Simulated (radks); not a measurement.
Problem. Coherent X-ray form factor from a spherical all-electron density. All-electron calculation, scalar-relativistic Kohn-Sham, SCAN, spin-unpolarised, spherical densities, finite nucleus; meta-GGA in the generalised Kohn-Sham scheme; Fermi nuclear charge, rms radius of each element as measured or else 0.836 A^(1/3) + 0.57 fm. Program: a radial shooting solver on a logarithmic mesh with Libxc functionals.

sin(theta)/lambda (1/angstrom),f0 (electrons)
0.05,46.549
0.1,45.264
0.15,43.319
0.2,40.943
0.25,38.355
0.3,35.732
0.4,30.835
0.5,26.763
0.6,23.600
0.8,19.400
1,16.683
1.25,13.872
1.5,11.322
2,7.623

The species is in the configuration that NIST lists as its ground one. Which atom or ion scatters so?

Solution. The antimony ion Sb4+, [Kr] 4d10 5s1. Extrapolating in s^2 from the first two rows gives f0(0) = 47.0, near the electron count 47; among species with that count, the fall with angle is slower the higher Z, and the table is that of Z = 51; from so few rows the species is fixed only to a neighbour or two.
